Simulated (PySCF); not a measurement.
Members of one series of related molecules.

All values: PBE0/pcSseg-1 (PySCF) at GFN2-xTB geometries, gas phase, one conformer each.

(1) Rank by the highest IAO charge on any atom, highest value first.
A. `C[C@@H]1C=C(C(N)=O)C[SiH2]1`
B. `NC(=O)C1=C[C@@H]([SiH3])C1`
C. `C[Si@H]1C=C(C(N)=O)C1`

Results:

(1) C (+0.912 e), A (+0.746 e), B (+0.600 e).

All values together:

```tsv
SMILES	formula	μ (D)	HOMO (eV)	LUMO (eV)	lowest IAO charge (e)	highest IAO charge (e)	lowest Hirshfeld charge (e)	highest Hirshfeld charge (e)
C[C@@H]1C=C(C(N)=O)C[SiH2]1	C6H11NOSi	3.83	-7.30	-0.68	-0.546 (C)	+0.746 (Si)	-0.296 (O)	+0.353 (Si)
C[C@@H]1C=C(C(N)=O)[SiH2]1	C5H9NOSi	4.06	-7.28	-1.15	-0.509 (N)	+0.744 (Si)	-0.304 (O)	+0.350 (Si)
C[Si@H]1C=C(C(N)=O)C1	C5H9NOSi	4.15	-7.16	-1.17	-0.721 (C)	+0.912 (Si)	-0.301 (O)	+0.384 (Si)
NC(=O)C1=C[C@@H]([SiH3])C1	C5H9NOSi	3.90	-7.21	-1.00	-0.511 (N)	+0.600 (Si)	-0.307 (O)	+0.315 (Si)
```

Conformers: `[CH3:1][C@@H:2]1[CH:3]=[C:4]([C:5]([NH2:6])=[O:7])[CH2:8][SiH2:9]1` with C3–C4–C5–N6 -31°, C4–C5–N6–H 180° and -4°; `[CH3:1][C@@H:2]1[CH:3]=[C:4]([C:5]([NH2:6])=[O:7])[SiH2:8]1` with C3–C4–C5–N6 11°, C4–C5–N6–H 180° and 0°; `[CH3:1][Si@H:2]1[CH:3]=[C:4]([C:5]([NH2:6])=[O:7])[CH2:8]1` with C3–C4–C5–N6 180°, C4–C5–N6–H 179° and 1°; `[NH2:1][C:2](=[O:3])[C:4]1=[CH:5][C@@H:6]([SiH3:7])[CH2:8]1` with H–N1–C2–O3 1° and 179°, N1–C2–C4–C5 180°.
